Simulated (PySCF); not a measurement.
**MH for M along group 14**

CCSD(T) with triple-zeta basis sets in PySCF, for the lowest determinant that a PBE0 search found; no spin–orbit coupling. De refers to high-spin ground-configuration atoms.

```
 M         basis  reference, frozen orbitals  state (unpaired electrons)  Re (Å)  ωe (cm⁻¹)  De (eV)
 C    def2-TZVPP                      UHF, 1               doublet (π ↑)   1.121       2848     3.54
Ge    def2-TZVPP                      UHF, 9               doublet (π ↑)   1.592       1908     2.91
Sn  x2c-TZVPPall                     UHF, 18               doublet (π ↑)   1.767       1728     2.64
Pb    def2-TZVPP                      UHF, 4               doublet (π ↑)   1.845       1603     2.46
```

(1) The row for M = Si is missing. Estimate Re, ωe and De as the mean of the rows for C and Ge, and compare with the calculation.

The rows differ in basis set, which adds steps of its own.

Correlated steps freeze the inner cores (1 to 18 orbitals); shallow outer-core shells are correlated. These are scalar-relativistic numbers at best; spin–orbit coupling would shift them, the dissociation energy most. States were picked by a PBE0 search and need not be the measured ground states.

Answers

(1) The means are 1.357 Å, 2378 cm⁻¹ and 3.23 eV. UHF-CCSD(T) in def2-TZVPP gives SiH as a doublet (π ↑) with Re = 1.524 Å, ωe = 2044 cm⁻¹, De = 3.12 eV, so the estimate is off by -16.7 pm, +16 % and +0.11 eV.
